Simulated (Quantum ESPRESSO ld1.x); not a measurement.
Species: Ho V. Configuration: [Kr] 4d10 4f9 5s2 5p4 6p2 (not the ground configuration). All-electron calculation, Dirac Kohn-Sham, exchange-only B88, spin-unpolarised, spherical densities, point nucleus; open shells fill j = l - 1/2 first. Program: ld1.x of Quantum ESPRESSO 7.5. Some entries of the table are withheld. Estimate them.

| orbital | occ. | eigenvalue (eV) | <r> (bohr) | <r^2> (bohr^2) |
|---|---|---|---|---|
| 1s1/2 | 2 | -55510.6 | 0.02073 | (1) |
| 2s1/2 | 2 | -9336.45 | 0.08752 | 0.009108 |
| 2p1/2 | 2 | -8889.16 | 0.07290 | 0.006581 |
| 2p3/2 | 4 | -8031.93 | 0.08007 | 0.007804 |
| 3s1/2 | 2 | -2138.59 | 0.2294 | 0.06029 |
| 3p1/2 | 2 | -1943.00 | 0.2191 | 0.05589 |
| 3p3/2 | 4 | -1764.01 | 0.2327 | 0.06279 |
| 3d3/2 | 4 | -1428.76 | 0.2054 | 0.04962 |
| 3d5/2 | 6 | -1389.66 | 0.2096 | 0.05153 |
| 4s1/2 | 2 | -476.616 | 0.5176 | 0.3027 |
| 4p1/2 | 2 | -398.897 | 0.5270 | 0.3162 |
| 4p3/2 | 4 | -358.436 | 0.5576 | 0.3537 |
| 4d3/2 | 4 | -230.371 | 0.5856 | 0.3977 |
| 4d5/2 | 6 | -222.973 | 0.5962 | 0.4120 |
| 5s1/2 | 2 | -107.995 | 1.203 | 1.619 |
| 5p1/2 | 2 | -84.8443 | (2) | 1.930 |
| 5p3/2 | 2 | -78.2975 | (3) | 2.156 |
| 4f5/2 | 6 | -68.4272 | 0.7260 | 0.6584 |
| 4f7/2 | 3 | -67.2894 | 0.7343 | 0.6738 |
| 5d3/2 | 0 | -45.9049 | 1.752 | 3.487 |
| 5d5/2 | 0 | -45.0905 | 1.780 | 3.599 |
| 6s1/2 | 0 | -37.7060 | 2.620 | 7.621 |
| 6p1/2 | 2 | -31.0824 | 2.921 | 9.486 |
| 6p3/2 | 0 | -29.6406 | 3.044 | 10.30 |
| 5f5/2 | 0 | -19.8402 | 3.137 | 11.17 |
| 5f7/2 | 0 | -19.7771 | 3.150 | 11.27 |
| 7p1/2 | 0 | (4) | 5.294 | 31.16 |
| 7p3/2 | 0 | (5) | 5.472 | 33.26 |

Answer. 
(1) 1s1/2 <r^2> (bohr^2): 0.0005880
(2) 5p1/2 <r> (bohr): 1.310
(3) 5p3/2 <r> (bohr): 1.385
(4) 7p1/2 eigenvalue (eV): -15.9200
(5) 7p3/2 eigenvalue (eV): -15.3755
